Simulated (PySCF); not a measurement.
Atoms are numbered as in `[CH3:1][C:2]([CH3:3])([CH3:4])[S:5](=[O:6])(=[O:7])[Cl:8]`. Hydrogens are named by the atom that carries them.

Gas phase, no relativistic terms, one computed conformer, averaged over atoms made equivalent by symmetry, fast rotation or ring inversion. Shieldings: GIAO B97-2/pcSseg-2; PBE0-D3(BJ)/def2-TZVP structure; PySCF 2.14.

Referencing at the same level of theory: $^{13}$C (185.38 ppm), $^{1}$H (31.64 ppm) vs TMS; CS2 for $^{33}$S (517.10 ppm); $^{17}$O (327.66 ppm) vs H2O; HCl for $^{35}$Cl (941.52 ppm).

```
            atoms    nucleus  count  δ (ppm)
H(C1)/H(C3)/H(C4)    $^{1}$H      9        ?
               C2   $^{13}$C      1     77.5
               S5   $^{33}$S      1        ?
              Cl8  $^{35}$Cl      1      504
            O6/O7   $^{17}$O      2    270.8
         C1/C3/C4   $^{13}$C      3     26.3
```

Problem. Complete the table.

Solution. 
- H(C1)/H(C3)/H(C4): 1.49 ppm, hydrogen on a methyl carbon
- S5: 408 ppm, sulfonyl sulfur

Shifts are as computed. Against solution values, carbons near 30 ppm lie about +3 ppm off and those near 130 ppm about +7 ppm. Of 1309 compounds with measured shifts, 239 miss one by over three times the rms of a fit or turn the order of signals round; such compounds aren't used in these exercises. Unscaled 17O shifts of doubly bonded oxygen tend to come out too high, by tens of ppm or more. Experimental scales use liquid or dissolved standards, which lie at an offset from isolated H2O (liquid H2O: subtract about 36 ppm).
